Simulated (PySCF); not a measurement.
# CH10NSi3: g tensor and hyperfine couplings

Compound: CH₁₀NSi₃ (doublet state).
Structure used (GFN2-xTB), in Å, numbered top down from 1:
```
atom  x, y, z in Å
N1     2.8240   -0.7440    0.4337
Si2    2.3355    0.2685   -0.8920
Si3    0.2252    1.0681   -0.5364
C4    -0.8764   -0.4699   -0.2659
Si5   -2.7417   -0.1500   -0.2388
H6     2.2254   -1.4985    0.7282
H7     3.7884   -1.0094    0.5455
H8     3.5024    1.1646   -0.9779
H9    -0.1546    2.0155    0.5324
H10   -0.1877    1.7299   -1.7864
H11   -0.6591   -1.1986   -1.0485
H12   -0.5888   -0.9444    0.6741
H13   -3.4530   -1.4084    0.0168
H14   -3.1654    0.3832   -1.5349
H15   -3.0789    0.8014    0.8226
```

The hyperfine couplings belong to this conformer and change with its torsions.

As a line formula: `N[SiH][SiH2]C[SiH3]` [radical].

Theory: UKS B3LYP, pcH-1 on C H N Si, non-relativistic, mean-field spin-orbit, GIAO in PySCF. Geometry: GFN2-xTB, one conformer, isolated molecule. Couplings are sensitive to structure, and on GFN2-xTB geometries they can be far from those on DFT ones, by a factor of two or more for some ions and for spin on atoms past the first row. No stability test was run, so a lower SCF solution isn't excluded.

| Item | Value |
| --- | --- |
| g1, g2, g3 | 2.00198, 2.00263, 2.00446 |
| g_iso | 2.00302 |
| Form of g | rhombic: the two nearest values differ by 26 % of g3 − g1 |
| ⟨S²⟩ | 0.7527 (exact 0.7500) |
| HOMO–LUMO gap, α and β orbitals | 4.52, 5.35 eV |

Isotropic coupling and dipolar principal values T1 to T3, in MHz:

```
atom  isotope   a_iso  of which spin–orbit      T1    T2    T3  Mulliken spin population
  N1      14N     6.8                  0.0   -10.2  -9.9  20.2                      0.16
 Si2     29Si  -387.1                  0.8  -133.3  65.1  68.2                      0.74
 Si3     29Si  -109.8                  0.1   -20.0   7.7  12.3                      0.07
  C4      13C    -0.4                  0.0    -0.5   0.1   0.4                      0.00
 Si5     29Si     0.0                  0.0    -0.1   0.0   0.2                      0.00
  H6       1H    -8.8                  0.0   -11.6  -4.0  15.7                     -0.01
  H7       1H   -13.3                  0.0   -12.1  -3.2  15.4                     -0.01
  H8       1H    44.6                  0.0    -7.2   0.4   6.8                      0.01
  H9       1H    71.0                  0.0    -2.5  -0.4   2.9                      0.04
 H10       1H    -6.4                  0.0    -2.9  -1.2   4.1                      0.00
 H11       1H    -0.6                  0.0    -2.0  -1.5   3.6                      0.00
 H12       1H     1.3                  0.0    -1.5  -0.9   2.4                      0.00
 H13       1H     0.4                  0.0    -0.4  -0.3   0.7                      0.00
 H14       1H     0.0                  0.0    -0.5  -0.4   0.9                      0.00
 H15       1H     1.3                  0.0    -0.5  -0.4   0.9                      0.00
```

The largest Mulliken spin populations are on Si2 (+0.74), N1 (+0.16) and Si3 (+0.07). The angles at Si2 add up to 332.2°, so it is pyramidal.

Axes: g2 points within 11° of the Si2–Si3 bond.

Under fast tumbling the dipolar parts average out, and these isotropic splittings remain: 1 × 1H (H8, I = 1/2, 2 lines) with 1.59 mT, 2 × 1H (H9/H10, I = 1/2, 3 lines) with 1.15 mT, 2 × 1H (H6/H7, I = 1/2, 3 lines) with 0.39 mT and 1 × 14N (N1, I = 1, 3 lines) with 0.24 mT.

Class means assume fast exchange of nuclei equivalent by connectivity; if that motion is slow, each nucleus keeps its own coupling. The 1H value of +32.3 MHz is a mean of couplings from -6.4 to 71.0 MHz in this one geometry, not an average over conformers.

The 29Si coupling of Si2 (-387.1 MHz) shows only in satellite lines or after enrichment, since that isotope makes up about 4.7 % of natural silicon.
